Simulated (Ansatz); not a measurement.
Total energies of `FBN[CH2][SnH3]`.

Z-matrix (Å, degrees):
```
C
Sn 1 2.170
N 1 1.446 2 112.5
H 1 1.093 2 108.9 3 123.6
H 1 1.090 2 107.9 3 -120.1
H 2 1.711 1 107.7 3 -53.2
H 2 1.706 1 109.2 3 65.1
H 2 1.709 1 111.2 3 -173.1
B 3 1.391 1 126.5 2 -110.4
H 3 1.007 1 115.4 2 67.7
F 9 1.340 3 119.4 1 -0.8
H 9 1.196 3 121.3 1 179.2
```

The species carries charge 0 and has multiplicity 1. Correlated methods include outer-core shells of Sn, which these sets cover unevenly. Sn: def2 effective core potential. The geometry is a stationary point of PBE0-D4/def2-TZVP. It is one conformer, not always the lowest. Basis def2-TZVPP, the Gaussian-basis code of Ansatz.

RPA on PBE orbitals: Hartree–Fock energy of these orbitals -433.95786 Eh, correlation -1.68150 Eh (frozen core).

```tsv
functional	energy without D4 (Eh)	D4 term (kJ/mol)
r2SCAN0	-436.12941	-6.9
HSE06 (plane-wave form)	-435.96140	-18.5
```

Q: Give the same for LDA (SPW92), PBE, revPBE, BLYP, r2SCAN, B97M-V, PBE0, B3LYP, r2SCANh, BHLYP, CAM-B3LYP, LC-ωPBE, ωB97X-V, ωB97M-V, B2PLYP, PBE-QIDH. (Estimate.)

A: Ansatz gave: 
```json
{"functional": "LDA (SPW92)", "energy without D4 (Eh)": "-434.10924", "D4 term (kJ/mol)": "–"}
{"functional": "PBE", "energy without D4 (Eh)": "-435.94402", "D4 term (kJ/mol)": "-23.2"}
{"functional": "revPBE", "energy without D4 (Eh)": "-436.18475", "D4 term (kJ/mol)": "-69.6"}
{"functional": "BLYP", "energy without D4 (Eh)": "-436.09235", "D4 term (kJ/mol)": "-50.7"}
{"functional": "r2SCAN", "energy without D4 (Eh)": "-436.18117", "D4 term (kJ/mol)": "-5.8"}
{"functional": "B97M-V", "energy without D4 (Eh)": "-436.18840", "D4 term (kJ/mol)": "–"}
{"functional": "PBE0", "energy without D4 (Eh)": "-435.97469", "D4 term (kJ/mol)": "-19.8"}
{"functional": "B3LYP", "energy without D4 (Eh)": "-436.30382", "D4 term (kJ/mol)": "-37.5"}
{"functional": "r2SCANh", "energy without D4 (Eh)": "-436.15991", "D4 term (kJ/mol)": "-6.2"}
{"functional": "BHLYP", "energy without D4 (Eh)": "-436.04040", "D4 term (kJ/mol)": "-29.1"}
{"functional": "CAM-B3LYP", "energy without D4 (Eh)": "-436.11644", "D4 term (kJ/mol)": "-20.2"}
{"functional": "LC-ωPBE", "energy without D4 (Eh)": "-436.12304", "D4 term (kJ/mol)": "–"}
{"functional": "ωB97X-V", "energy without D4 (Eh)": "-436.13231", "D4 term (kJ/mol)": "–"}
{"functional": "ωB97M-V", "energy without D4 (Eh)": "-436.07905", "D4 term (kJ/mol)": "–"}
{"functional": "B2PLYP", "energy without D4 (Eh)": "-435.84475", "D4 term (kJ/mol)": "–"}
{"functional": "PBE-QIDH", "energy without D4 (Eh)": "-435.75235", "D4 term (kJ/mol)": "–"}
```

B3LYP takes the VWN-RPA correlation (the form of Gaussian; ORCA's B3LYP/G). HSE06 is the plane-wave form, built on full-range PBE exchange. The double hybrids freeze the cores in their second-order part.

LC-ωPBE has ω = 0.4 bohr⁻¹.
